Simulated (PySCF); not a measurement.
ORD: SMILES C#CC=C=C(F)C#C, C7H3F

Cartesian coordinates in Å; atom numbers follow the order of the lines, from 1:
```xyz
11

C     2.816    1.319   -1.133
C     2.148    0.606   -0.414
C     1.396   -0.232    0.456
C     0.171   -0.653    0.217
C    -1.066   -1.051    0.012
F    -1.328   -2.198   -0.630
C    -2.208   -0.319    0.444
C    -3.179    0.306    0.814
H     3.401    1.947   -1.780
H     1.888   -0.543    1.390
H    -4.037    0.864    1.140
```

Theory: PySCF 2.14.0, TDDFT CAM-B3LYP/def2-TZVPD circular dichroism and optical rotation, one conformer, gas phase. Geometry: PBE0-D3(BJ)/def2-SVP.

No stereocentre is labelled: unless the shape is locked (an allene, a helicene, a hindered biaryl), the mirror image is equally populated and a measured rotation or CD is zero.

Task: What is the specific rotation at 633, 589.3, 546, 436, 405, 365, 355 nm?

Result: [α] in deg dm⁻¹ (g/mL)⁻¹:
```csv
λ (nm),origin-invariant length gauge,modified velocity gauge,length gauge (centre of mass),isotropic polarisability (au)
633,-657.1,-656.2,-657.6,99.6
589.3,-781.3,-780.3,-781.9,100.5
546,-945.3,-944.2,-946.1,101.7
436,-1741.3,-1740.0,-1742.6,106.9
405,-2176.0,-2174.9,-2177.6,109.6
365,-3063.4,-3064.2,-3065.6,114.6
355,-3378.9,-3381.0,-3381.3,116.3
```

Task: And for the mirror image at 589.3 nm?

Result: +781.3 deg dm⁻¹ (g/mL)⁻¹ (origin-invariant length gauge): the same size and the opposite sign.

Task: What is the molar rotation [Φ] = [α]·M/100 of the geometry above at 589.3 nm?

Result: With M = 106.10 g/mol, -829.0 deg cm² dmol⁻¹ (origin-invariant length gauge).

The first excitation lies at 4.16 eV (298 nm) with R = +0.5 × 10⁻⁴⁰ esu² cm² (velocity form).
